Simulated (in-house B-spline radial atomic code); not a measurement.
RPA and G0W0 on TPSS: Xe⁶⁺

Configuration [Kr] 4d10 5s2, mean-field start TPSS. Computed with a B-spline radial code for spherical atoms: all electrons, scalar-relativistic (spin-free one-electron X2C), finite nucleus, each spin shell either full or empty, empty states to l = 9 with an (l + 1/2)⁻⁴ tail; G0W0 by contour deformation at full frequency.

Command:
```bash
python run_gw.py task.json out
```
Settings (radii: box in bohr, nucleus in fm):
```
Z                        54
electrons                48
configuration            [Kr] 4d10 5s2
hamiltonian              x2c
method                   tpss,tpss
lmax                     9
rms_radius               4.7859
spin_polarised           False
box_radius               9.29
intervals                66
ion_configuration        [Kr] 4d10 5s1
```

Time taken, with all properties: 7.5 s on 1 thread of Intel(R) Xeon(R) Platinum 8488C, on a shared host.

Energies (hartree):

```
                                     term        value
                         mean-field total  -7437.90254
Hartree-Fock functional on these orbitals  -7435.39379
                      direct second order      -4.4485
                    second-order exchange        1.216
                         SOSEX correction       1.1322
```

Q: What is the RPA correlation energy, and what remains with SOSEX?

A: RPA gives -3.9156 hartree (-2.22 eV per electron); RPA + SOSEX gives -2.7834, and the second-order doubles -3.2325 hartree (no singles). RPA lacks exchange-type terms and so overcorrelates at short range.

Quasi-particle levels (eV):

```csv
level,occupied,mean field,Σx - vxc,Σc,QP weight,G0W0
5s,yes,-85.81,-4.05,?,?,?
4d,yes,-134.53,-12.65,0.80,0.918,-146.39
5p,no,-70.53,6.58,-1.88,0.962,-65.83
```

G0W0 = mean field + (Σx - vxc) + Σc, with Σc (partial-wave tail included) taken at the quasi-particle energy. Only the outer levels were computed. Levels of low weight are left out.

Q: Where does G0W0 put 5s?

A: At -92.63 eV, with Σc = -2.77 eV and a quasi-particle weight of 0.965. The tabulated removal energy is 91.6 ± 0.5 eV (NIST, semi-empirical); the calculation leaves out spin-orbit coupling, Breit and QED terms, and what these don't explain is the method's own error.

Q: What does it cost to remove one electron (to [Kr] 4d10 5s1) by differences of total energies, each species on its own start (correlation terms add to the Hartree-Fock functional)?

A: TPSS 91.97 eV, Hartree-Fock functional 89.61 eV, + RPA 92.56 eV, + RPA + SOSEX 91.91 eV, + second order 93.51 eV. Tabulated: 91.6 ± 0.5 eV (NIST, semi-empirical); the calculation leaves out spin-orbit coupling, Breit and QED terms, and what these don't explain is the method's own error.
